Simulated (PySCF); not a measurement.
PySCF input file for C2H4O3Si, SMILES C#C[Si](O)(O)O, TDA-PBE/def2-SVPD. Geometry: PBE-D3(BJ)/def2-SVP. The structure was generated by enumeration, and PubChem lists no compound with its InChIKey, so it may never have been made. The values are those of a single conformer.

```python
import numpy as np
from pyscf import gto, scf, dft, tdscf

mol = gto.M(
    atom='''
    C    -0.00000000    0.00000000    2.71376917
    C     0.00000000   -0.00000000    1.48436056
    Si   -0.00000000   -0.00000000   -0.35726337
    O     1.24972541   -0.93352719   -0.92729700
    O     0.18359556    1.54905754   -0.92729700
    O    -1.43332096   -0.61553036   -0.92729700
    H    -0.00000000   -0.00000000    3.79640889
    H     1.27694888   -1.84029548   -0.57612406
    H     0.95526819    2.02601791   -0.57612406
    H    -2.23221708   -0.18572243   -0.57612407
    ''',
    basis='def2-SVPD',
    charge=0,
    spin=0,
    symmetry=True,
    max_memory=1600,
    verbose=4,
)
mf = dft.RKS(mol, xc='pbe').density_fit(auxbasis='def2-universal-jkfit')
mf.grids.level = 3
mf.conv_tol = 1e-9
mf.max_cycle = 100
mf.kernel()
mf.grids = dft.Grids(mol).set(level=1).build(with_non0tab=True)  # coarser grid for the response kernel
td = tdscf.TDA(mf)
td.singlet = True
td.nstates = 10
td.conv_tol = 1e-4
td.positive_eig_threshold = 1e-6
td.kernel(x0=td.get_init_guess(mf, 15))
td.analyze()
tt = tdscf.TDA(mf)
tt.singlet = False
tt.nstates = 4
tt.conv_tol = 1e-4
tt.positive_eig_threshold = 1e-6
tt.kernel(x0=tt.get_init_guess(mf, 9))
tt.analyze(verbose=3)
```

Program output:

```
PySCF version 2.14.0

[INPUT] verbose = 4
[INPUT] num. atoms = 10
[INPUT] num. electrons = 54
[INPUT] charge = 0
[INPUT] spin (= nelec alpha-beta = 2S) = 0
[INPUT] symmetry True subgroup None
[INPUT] Mole.unit = angstrom
[INPUT] Symbol           X                Y                Z      unit          X                Y                Z       unit  Magmom
[INPUT]  1 C      0.000000000000   0.000000000000   2.713769170000 AA    0.000000000000   0.000000000000   5.128280496588 Bohr   0.0
[INPUT]  2 C      0.000000000000   0.000000000000   1.484360560000 AA    0.000000000000   0.000000000000   2.805034928506 Bohr   0.0
[INPUT]  3 Si     0.000000000000   0.000000000000  -0.357263370000 AA    0.000000000000   0.000000000000  -0.675129923639 Bohr   0.0
[INPUT]  4 O      1.249725410000  -0.933527190000  -0.927297000000 AA    2.361638755810  -1.764110718935  -1.752337366131 Bohr   0.0
[INPUT]  5 O      0.183595560000   1.549057540000  -0.927297000000 AA    0.346945326086   2.927294501792  -1.752337366131 Bohr   0.0
[INPUT]  6 O     -1.433320960000  -0.615530360000  -0.927297000000 AA   -2.708584062999  -1.163183801755  -1.752337366131 Bohr   0.0
[INPUT]  7 H      0.000000000000   0.000000000000   3.796408890000 AA    0.000000000000   0.000000000000   7.174173058964 Bohr   0.0
[INPUT]  8 H      1.276948880000  -1.840295480000  -0.576124060000 AA    2.413083658270  -3.477654445475  -1.088716687172 Bohr   0.0
[INPUT]  9 H      0.955268190000   2.026017910000  -0.576124060000 AA    1.805195254609   3.828618973364  -1.088716687172 Bohr   0.0
[INPUT] 10 H     -2.232217080000  -0.185722430000  -0.576124070000 AA   -4.218278931776  -0.350964527889  -1.088716706070 Bohr   0.0

nuclear repulsion = 290.157929558881
point group symmetry = C3, use subgroup C1
symmetry origin: [ 2.44964488e-09 -2.79959423e-09 -3.49949283e-09]
symmetry axis x: [ 3.20602181e-01 -9.47213936e-01  1.48351539e-09]
symmetry axis y: [9.47213936e-01 3.20602181e-01 3.29628251e-10]
symmetry axis z: [-7.87846745e-10  1.29952697e-09  1.00000000e+00]
num. orbitals of irrep A = 165
number of shells = 69
number of NR pGTOs = 241
number of NR cGTOs = 165
basis = def2-SVPD
ecp = {}


[settings echo left out]
init E= -593.579049767302
  HOMO = -0.342687578335951  LUMO = -0.0969437732758364  gap/eV = 6.68703
cycle= 1 E= -592.766728974185  delta_E= 0.812  |g|= 1.29  |ddm|= 7.97
  HOMO = -0.110877425152038  LUMO = -0.000147168245979373  gap/eV = 3.01312
cycle= 2 E= -591.385857885987  delta_E= 1.38  |g|= 2.85  |ddm|= 4.72
  HOMO = -0.219786280639217  LUMO = -0.0386995122639373  gap/eV = 4.92762
cycle= 3 E= -593.053791354508  delta_E= -1.67  |g|= 0.345  |ddm|= 3.36
  HOMO = -0.279422141106123  LUMO = -0.0557623777058622  gap/eV = 6.08609
cycle= 4 E= -593.071899944458  delta_E= -0.0181  |g|= 0.275  |ddm|= 0.852
  HOMO = -0.276373019703669  LUMO = -0.055684717334176  gap/eV = 6.00523
cycle= 5 E= -593.085662799146  delta_E= -0.0138  |g|= 0.159  |ddm|= 0.394
  HOMO = -0.266030022511968  LUMO = -0.0480178951400747  gap/eV = 5.93241
cycle= 6 E= -593.092205494579  delta_E= -0.00654  |g|= 0.015  |ddm|= 0.182
  HOMO = -0.265262126432205  LUMO = -0.0471127190077574  gap/eV = 5.93615
cycle= 7 E= -593.092271423117  delta_E= -6.59e-05  |g|= 0.0023  |ddm|= 0.0235
  HOMO = -0.265405726904742  LUMO = -0.0472961385432258  gap/eV = 5.93506
cycle= 8 E= -593.092272546186  delta_E= -1.12e-06  |g|= 0.0006  |ddm|= 0.00497
  HOMO = -0.265379342756304  LUMO = -0.0472675695911048  gap/eV = 5.93512
cycle= 9 E= -593.09227264687  delta_E= -1.01e-07  |g|= 7.03e-05  |ddm|= 0.00137
  HOMO = -0.26538578311812  LUMO = -0.0472721368812102  gap/eV = 5.93517
cycle= 10 E= -593.092272647977  delta_E= -1.11e-09  |g|= 1.2e-05  |ddm|= 0.000199
  HOMO = -0.265385482472728  LUMO = -0.0472720713644752  gap/eV = 5.93517
cycle= 11 E= -593.092272648014  delta_E= -3.66e-11  |g|= 2.59e-06  |ddm|= 2.5e-05
  HOMO = -0.265385022001108  LUMO = -0.0472716289480057  gap/eV = 5.93517
Extra cycle  E= -593.092272648013  delta_E= 4.55e-13  |g|= 3.72e-06  |ddm|= 9.59e-06
converged SCF energy = -593.092272648013
tot grids = 42200
Overwritten attributes  positive_eig_threshold  of <class 'pyscf.tdscf.rks.TDA'>


******** <class 'pyscf.tdscf.rks.TDA'> for <class 'pyscf.df.df_jk.DFRKS'> ********
nstates = 10 singlet
deg_eia_thresh = 1.000e-03
wfnsym = None
conv_tol = 0.0001
eigh lindep = 1e-12
eigh level_shift = 0
eigh max_cycle = 100


Excitation energies (eV)
[5.93677298 6.10623787 6.10624201 6.43230943 6.43233851 6.70358716
 6.70359545 6.89987758 6.95103841 7.0235152 ]

** Singlet excitation energies and oscillator strengths **
Excited State   1:    A      5.93677 eV    208.84 nm  f=0.0000
      26 -> 28        0.40760
      26 -> 29        0.28957
      27 -> 28        0.28959
      27 -> 29       -0.40755
Excited State   2:    A      6.10624 eV    203.05 nm  f=0.0008
      26 -> 28       -0.49679
      27 -> 29       -0.49684
Excited State   3:    A      6.10624 eV    203.05 nm  f=0.0008
      26 -> 29        0.49683
      27 -> 28       -0.49681
Excited State   4:    A      6.43231 eV    192.75 nm  f=0.0085
      27 -> 30        0.70294
Excited State   5:    A      6.43234 eV    192.75 nm  f=0.0085
      26 -> 30        0.70294
Excited State   6:    A      6.70359 eV    184.95 nm  f=0.0067
      23 -> 29       -0.11289
      24 -> 28        0.11291
      25 -> 28        0.62325
      25 -> 29       -0.26692
Excited State   7:    A      6.70360 eV    184.95 nm  f=0.0067
      23 -> 28       -0.11291
      24 -> 29       -0.11290
      25 -> 28        0.26692
      25 -> 29        0.62325
Excited State   8:    A      6.89988 eV    179.69 nm  f=0.0153
      23 -> 28       -0.12912
      23 -> 29        0.46677
      24 -> 28        0.46691
      24 -> 29        0.12909
      25 -> 30       -0.11213
Excited State   9:    A      6.95104 eV    178.37 nm  f=0.0434
      23 -> 28       -0.45470
      24 -> 29        0.45456
      25 -> 30        0.14117
      26 -> 29       -0.12388
      27 -> 28       -0.12389
Excited State  10:    A      7.02352 eV    176.53 nm  f=0.0064
      23 -> 28       -0.24737
      23 -> 29        0.40923
      24 -> 28       -0.40910
      24 -> 29       -0.24754
      25 -> 28        0.10685

** Transition electric dipole moments (AU) **
state          X           Y           Z        Dip. S.      Osc.
  1         0.0000      0.0000     -0.0066      0.0000      0.0000
  2        -0.0744     -0.0002     -0.0000      0.0055      0.0008
  3        -0.0003      0.0745      0.0000      0.0055      0.0008
  4         0.1399      0.1848     -0.0000      0.0537      0.0085
  5         0.1847     -0.1399     -0.0001      0.0537      0.0085
  6         0.0705      0.1891      0.0001      0.0407      0.0067
  7         0.1892     -0.0705     -0.0000      0.0408      0.0067
  8        -0.0000      0.0000      0.3009      0.0905      0.0153
  9        -0.0000      0.0000     -0.5051      0.2551      0.0434
 10         0.0041      0.1925      0.0001      0.0371      0.0064

** Transition velocity dipole moments (imaginary part, AU) **
state          X           Y           Z        Dip. S.      Osc.
  1         0.0000     -0.0000     -0.0010      0.0000      0.0000
  2        -0.0115      0.0021     -0.0000      0.0001      0.0004
  3         0.0021      0.0115      0.0000      0.0001      0.0004
  4         0.0325      0.0439     -0.0000      0.0030      0.0084
  5         0.0439     -0.0325     -0.0000      0.0030      0.0084
  6         0.0253     -0.0015      0.0000      0.0006      0.0017
  7        -0.0015     -0.0253     -0.0000      0.0006      0.0017
  8        -0.0000      0.0000      0.0370      0.0014      0.0036
  9         0.0000     -0.0000     -0.0516      0.0027      0.0070
 10         0.0053      0.0102      0.0000      0.0001      0.0003

** Transition magnetic dipole moments (imaginary part, AU) **
state          X           Y           Z
  1         0.0000     -0.0000     -0.2375
  2         0.0216     -0.0255     -0.0000
  3        -0.0255     -0.0214     -0.0000
  4         0.5326     -0.3196     -0.0000
  5        -0.3196     -0.5326      0.0000
  6         0.1584     -0.0046     -0.0001
  7        -0.0046     -0.1584      0.0000
  8        -0.0000      0.0000      0.1315
  9         0.0001      0.0000      0.2669
 10         0.1692      0.0774     -0.0000


******** <class 'pyscf.tdscf.rks.TDA'> for <class 'pyscf.df.df_jk.DFRKS'> ********
nstates = 4 triplet
deg_eia_thresh = 1.000e-03
wfnsym = None
conv_tol = 0.0001
eigh lindep = 1e-12
eigh level_shift = 0
eigh max_cycle = 100


Excitation energies (eV)
[4.81682558 5.24248813 5.24257702 5.9308424 ]

** Triplet excitation energies and oscillator strengths **
Excited State   1:    A      4.81683 eV    257.40 nm  f=0.0000
Excited State   2:    A      5.24249 eV    236.50 nm  f=0.0000
Excited State   3:    A      5.24258 eV    236.49 nm  f=0.0000
Excited State   4:    A      5.93084 eV    209.05 nm  f=0.0000
```

The program stopped with an error.
